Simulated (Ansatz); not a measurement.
Results of the Gaussian-basis code of Ansatz.

`C[NH][Ge]([O]C)([O]C)[O]C` at its PBE0-D4/def2-TZVP geometry, where that method's forces vanish. The species carries charge 0 and has multiplicity 1.

```csv
atom,x (Å),y (Å),z (Å)
C1,0.6309,-2.3562,0.8943
N2,0.4996,-0.9857,1.3503
Ge3,0.0866,0.3860,0.2570
O4,1.4257,1.3154,-0.4183
C5,2.4547,0.6142,-1.0786
O6,-0.8043,1.6481,1.0910
C7,-2.0073,1.3059,1.7465
O8,-0.8493,-0.3677,-1.0366
C9,-1.3248,0.4408,-2.0919
H10,0.3514,-3.0512,1.6917
H11,-0.0489,-2.5247,0.0590
H12,1.6436,-2.6131,0.5585
H13,1.0918,-0.7531,2.1317
H14,2.9416,-0.1194,-0.4236
H15,3.2065,1.3410,-1.3931
H16,2.0910,0.0882,-1.9701
H17,-1.8822,0.4482,2.4170
H18,-2.8054,1.0704,1.0327
H19,-2.3188,2.1685,2.3391
H20,-1.8044,-0.2129,-2.8235
H21,-2.0633,1.1718,-1.7434
H22,-0.5147,0.9855,-2.5897
```

For each bond, give half the difference of the two atoms' forces along it (eV/Å; positive pushes the atoms apart) under PBE-D4, r2SCAN-D4, B3LYP-D4, ωB97M-V in def2-TZVPP. (Estimate.)

The calculation gave: 
```csv
bond,length (Å),PBE-D4,r2SCAN-D4,B3LYP-D4,ωB97M-V
C1–N2,1.450,0.00,0.20,0.23,0.31
C1–H10,1.094,0.10,-0.04,-0.09,-0.12
C1–H11,1.090,0.10,-0.06,-0.10,-0.10
N2–Ge3,1.802,-0.02,-0.06,0.01,-0.07
N2–H13,1.008,0.18,0.00,-0.11,-0.09
Ge3–O4,1.764,0.26,0.00,0.05,-0.06
Ge3–O6,1.756,0.27,0.00,0.04,-0.05
O4–C5,1.409,0.25,0.32,0.27,0.29
O6–C7,1.412,0.24,0.32,0.27,0.29
C7–H17,1.096,0.07,-0.07,-0.09,-0.10
O8–C9,1.412,0.23,0.32,0.27,0.30
C9–H20,1.092,0.10,-0.05,-0.12,-0.12
C9–H21,1.096,0.08,-0.06,-0.09,-0.10
C9–H22,1.096,0.07,-0.06,-0.09,-0.10
```

B3LYP here is the variant with VWN-RPA as its local correlation; programs differ in this.
